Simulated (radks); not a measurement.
Values are calculated unless marked as measured or tabulated.
Orbital eigenvalues (eV) of the palladium ion Pd2+, [Kr] 4d8, at several levels of relativity; Dirac values are averaged over j with weights 2j + 1. Spin-unpolarised spherical Kohn-Sham, PBE, point nucleus unless stated (finite: rms radius 4.5318 fm), a radial shooting solver on a logarithmic mesh with Libxc functionals. A level marked "c x" has the speed of light scaled by that factor and shares open shells by 2j + 1; other Dirac levels either fill j = l - 1/2 first or share by 2j + 1.

shell  non-rel.  Dirac, 2j+1 shares  Dirac, 2j+1 shares, finite nucleus  Dirac, c x 5  change of magnitude, last against first (%)
1s       -23460              -24178                              -24177        -23487                                        +0.12
2s      -3378.9             -3551.0                             -3550.8       -3385.3                                        +0.19
2p      -3140.1             -3189.2                             -3189.2       -3141.9                                        +0.06
3s      -627.11             -661.09                             -661.07       -628.38                                        +0.20
3p      -531.69             -541.75                             -541.76       -532.07                                        +0.07
3d      -355.59             -350.74                             -350.74       -355.41                                        -0.05
4s      -103.96             -110.42                             -110.42       -104.20                                        +0.23
4p      -74.394             -76.159                             -76.159       -74.460                                        +0.09
4d      -27.690             -27.322                             -27.322       -27.675                                        -0.05
